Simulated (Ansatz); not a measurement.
`[GeH3][Te][GeH3]` + HCl → `[Cl][GeH3]` + `[GeH3][TeH]` at 298.15 K and 1 bar (ligand exchange at a Ge–Te bond).

Calculated with Ansatz (gas phase, PBE0-D4/def2-TZVP geometries, no zero-point term in ΔE). CBS: MP2 limit from def2 TZ/QZ plus the TZ coupled-cluster correction, frozen cores. This one scheme is used for every species. Elements past krypton have def2 core potentials. For Ge, Te outer-core shells are correlated without core-valence functions, which leaves a few kJ/mol of doubt a bond. Scalar relativity is left out up to krypton.

| species | CCSD(T)/CBS energy (Eh) | H − E (kJ/mol) | S (J/(mol·K)) |
| --- | --- | --- | --- |
| `[GeH3][Te][GeH3]` | -4423.58669 | 146.3 | 385.3 |
| HCl | -460.38127 | 26.6 | 186.8 |
| `[Cl][GeH3]` | -2537.71925 | 76.4 | 263.9 |
| `[GeH3][TeH]` | -2346.24724 | 93.7 | 311.2 |

H − E and S are ideal-gas, rigid-rotor, harmonic terms from PBE0-D4/def2-TZVP. 1 Eh = 2625.50 kJ/mol, R = 8.31446 J/(mol·K).

Question: By hand: ΔE, ΔH, ΔS and ΔG.

Answer: ΔE = (-2537.71925) + (-2346.24724) − (-4423.58669) − (-460.38127) = 0.00147 Eh = 3.9 kJ/mol. Δ(H − E) = 76.4 + 93.7 − 146.3 − 26.6 = -2.8, so ΔH = 1.1 kJ/mol. ΔS = 263.9 + 311.2 − 385.3 − 186.8 = 3.0 J/(mol·K). ΔG = 1.1 − 298.15 × (3.0)/1000 = 0.2 kJ/mol.

Question: By hand: the equilibrium constant, and the temperature at which ΔG would vanish if ΔH and ΔS stayed fixed.

Answer: log₁₀ K = −ΔG/(RT ln 10) = 0.0. ΔG = 0 at ΔH/ΔS = 367 K, though so small a ΔH makes that figure unsure.

TΔS isn't small against ΔH here. The sign of ΔG lies within the doubt. A doubt of 5 kJ/mol in ΔE shifts log₁₀ K by 0.9 here. Modes under 60 cm⁻¹, often nearly free rotors, make the harmonic entropy too high. These are equilibria of isolated gas molecules and say nothing of rates. Largest T1 diagnostic: 0.011 (customary marks: 0.02 for closed shells, 0.045 for open ones).
